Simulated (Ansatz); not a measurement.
Stepwise reaction of `[F][Al]([F])[F]` with methanol, as a gas-phase model of exchange steps in deposition or etching. ΔE in kJ/mol.

Program: Ansatz. Geometries: PBE0-D4/def2-TZVP. ΔE: electronic, gas phase. CCSD(T)/CBS is the MP2 limit (def2-TZVPP, def2-QZVPP) plus CCSD(T) − MP2 in def2-TZVPP, frozen cores. This one scheme is used for every species. Functionals use def2-TZVPP. B3LYP here is the variant with VWN-RPA as its local correlation; programs differ in this. One conformer a species, not always the lowest.

```tsv
step	reaction	PBE-D4	B3LYP-D4	ωB97M-V	CCSD(T)/CBS
1	`[F][Al]([F])[F]` + CH₃OH → `C[O][Al]([F])[F]` + H–F	43.5	42.4	44.6	44.3
2	`C[O][Al]([F])[F]` + CH₃OH → `C[O][Al]([F])[O]C` + H–F	52.5	51.8	54.0	52.6
```

Task: Give the row of step 3, `C[O][Al]([F])[O]C` + CH₃OH → `C[O][Al]([O]C)[O]C` + H–F. (Best estimate.)

Result: Computed: 
```json
{"step": "3", "reaction": "`C[O][Al]([F])[O]C` + CH₃OH → `C[O][Al]([O]C)[O]C` + H–F", "PBE-D4": "44.9", "B3LYP-D4": "45.2", "ωB97M-V": "46.0", "CCSD(T)/CBS": "45.1"}
```

Task: By hand: ΔE of the 3 steps together at CCSD(T)/CBS.

Result: (44.3) + (52.6) + (45.1) = 142.0 kJ/mol, or 47.3 kJ/mol a step.

In ΔE step 1 is the lowest and step 2 the highest. All are uphill at CCSD(T)/CBS. PBE-D4 differs from CCSD(T)/CBS by -0.8 to -0.1 kJ/mol a step. Isolated molecules leave out the surface, adducts and barriers. Largest T1 diagnostic: 0.013.
